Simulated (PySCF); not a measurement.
A GIAO shielding run with PySCF 2.14 (density fitting, non-relativistic, gas phase) on `C(=C)[SiH2][C@@](C)(Cl)C(C)C`, C$_{7}$H$_{15}$ClSi:

```
$ OMP_NUM_THREADS=1 python probes_run.py task.json out

{"job": {"kind": "nmr", "xc": "PBE0", "basis": "pcSseg-1"}, "charge": 0, "multiplicity": 1}
C      3.123948    -1.045785    -0.961650
C      2.551388    -0.287532    -0.040343
Si     1.170875    -0.846831     1.104218
C     -0.289455     0.391472     0.889317
C     -1.501900    -0.025357     1.699791
Cl     0.371458     1.891454     1.673815
C     -0.599823     0.755675    -0.567748
C     -1.719181     1.788476    -0.706140
C     -0.936239    -0.482887    -1.396246
H      2.822877    -2.069187    -1.118279
H      3.917724    -0.687551    -1.599810
H      2.900350     0.731906     0.075731
H      0.728083    -2.210619     0.790081
H      1.587311    -0.776815     2.506798
H     -1.935972    -0.927009     1.273193
H     -1.207592    -0.244698     2.723994
H     -2.259613     0.755335     1.725332
H      0.314703     1.194490    -0.984560
H     -1.537442     2.643014    -0.059145
H     -1.765602     2.143455    -1.733346
H     -2.684301     1.354738    -0.455233
H     -1.816793    -0.986792    -1.005695
H     -1.141857    -0.187789    -2.422988
H     -0.104679    -1.182883    -1.403532
```

Hardware: 1 thread of an Arm Neoverse V1, shared host. The job also computes population analyses, field gradients.

Q: How large is the calculation?

A: 88 electrons, 242 basis functions and 1297 auxiliary functions.

Q: How long does it take, and how much memory does it need?

A: 57 s of wall time, with 14 SCF cycles and 4 response iterations; peak memory 1.1 GiB. Times on a shared host scatter by some tens of per cent.
